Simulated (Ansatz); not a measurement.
A structure relaxed at PBE0-D4/def2-TZVP, charge 0, multiplicity 1:

Cartesian coordinates in Å:
```
C -1.234 -2.252 -0.483
N -0.898 -1.006 0.170
Si 0.375 0.010 -0.260
F 1.815 -0.447 0.279
O 0.055 1.456 0.412
C 0.995 2.489 0.609
H -2.310 -2.329 -0.666
H -0.739 -2.302 -1.456
H -0.919 -3.131 0.090
H -1.381 -0.839 1.037
H 0.531 0.027 -1.731
H 0.546 3.237 1.265
H 1.911 2.116 1.075
H 1.254 2.971 -0.340
```

Q: Give its formula and SMILES.

A: C2H8FNOSi, `CN[SiH](F)OC`.

Q: Point group (tolerance 0.08 Å, 0.16 Å for H)?

A: C1.

Q: Summarise the bond lengths by kind.

A: 1 × C–N 1.446 Å; 6 × C–H 1.091 to 1.096 Å; 1 × N–Si 1.685 Å; 1 × H–N 1.007 Å; 1 × F–Si 1.605 Å; 1 × O–Si 1.627 Å; 1 × H–Si 1.479 Å; 1 × C–O 1.411 Å.

Computed with Ansatz.
